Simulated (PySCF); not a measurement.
Gas-phase reaction: 2 GeF3 ⇌ GeF4 + GeF2

Method: PySCF energies plus ideal-gas RRHO corrections (1 bar). † marks an energy on the PBE0/def2-TZVP geometry and frequencies; other levels use their own. MP2 and CCSD(T) freeze the core. Open shells (unrestricted): GeF3 (multiplicity 2); the rest are closed-shell singlets. Ge: all electrons, no relativistic terms. GeF3: computed as isolated molecules; such fragments, hydroxides, amides, oligomers or adducts are transient or little studied in the gas. MP2 isn't extrapolated to the basis-set limit; its ΔH°(298 K) is -227.0 kJ in def2-SVP and -230.8 kJ in def2-TZVPP. CCSD(T) isn't extrapolated to the basis-set limit; its ΔH°(298 K) is -237.6 kJ in def2-SVP and -237.7 kJ in def2-TZVPP. The harmonic model lacks anharmonicity and excited electronic states, which grow with temperature; levels with a mode under 35 cm⁻¹ are left out.

```tsv
level	ΔE electronic, kJ	ΔH°(298 K), kJ	ΔS°(298 K), J/K	ΔG°(600 K), kJ
CCSD(T)/def2-SVP†	-239	-238	-26	-222
CCSD(T)/def2-TZVPP†	-239	-238	-26	-222
M06-2X/def2-TZVP†	-215	-214	-26	-198
MP2/def2-SVP†	-228	-227	-26	-211
PBE/def2-SVP	-209	-207	-27	-191
PBE/def2-TZVP†	-207	-206	-26	-191
PBE0/def2-SVP†	-215	-214	-26	-199
```
ΔH° is lowest at CCSD(T)/def2-TZVPP† and highest at PBE/def2-TZVP†. No reference value is set beside these.
